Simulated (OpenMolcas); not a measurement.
Pt2+ (d8) in a complex was computed by CASSCF with the d shell active (OpenMolcas, ANO-RCC-VTZP on the metal). Its lowest spin-free states, and all those of the highest spin:

| 2S+1 | Degeneracy | E (cm-1) |
| --- | --- | --- |
| 3 | 1 | 0.0 |
| 3 | 1 | 2862 |
| 3 | 1 | 3035 |
| 3 | 2 | 3770 |
| 1 | 2 | 7070 |
| 3 | 2 | 9627 |
| 1 | 1 | 9774 |
| 1 | 2 | 10312 |
| 3 | 2 | 12753 |
| 1 | 1 | 13507 |
| 1 | 1 | 13705 |
| 3 | 1 | 14941 |

Q: Is the site octahedral, tetrahedral or cube-like, axial, or of lower symmetry?

A: The states with 2S+1 = 3 have orbital degeneracies 1, 1, 1, 2, 2, 2, 1. There are pairs but no triples, so the site is axial: not cubic, but with a proper or improper axis of order three or more. The run had Pt2+ with 6 ligands (sulfide) in trigonal prismatic coordination (D3h) at 2.41 Å, a polar angle of 50.1° against the regular 49.1°. A charge of +1.67 e stands 2.8 Å behind each ligand. Ligand basis ANO-RCC-VDZP.

Spin-orbit coupling mixes the spin-free states strongly: the lowest level takes only 69 % from its leading state, 3A2. Without dynamic correlation the repulsion within the d shell is too large (B by tens of per cent), so at a given field states of lower spin stand too high. Real 4d8 and 5d8 ions are as a rule square planar and diamagnetic. The least metal-like active orbital is 72 % on the metal (Löwdin) and no ligand orbital is active, so the numbers are rough. The sulfide ions are held by bare point charges, a crude embedding. With metal d orbitals alone the field can be off either way by tens of per cent. Ligand-to-metal charge-transfer states are missing. With no ligand orbital active B as a rule stays too high, so bands that hang on it stand too high and its fall with covalency is understated. The distance lies 7 % under the 2.58 Å that this model takes as the normal distance (a Shannon-type radius plus a fixed donor radius); by an R⁻⁵ law this alone changes a d-shell field by about +41 %. No measured value stands beside these numbers; the geometry is a model, was not optimised and need not be the one that this ion takes.
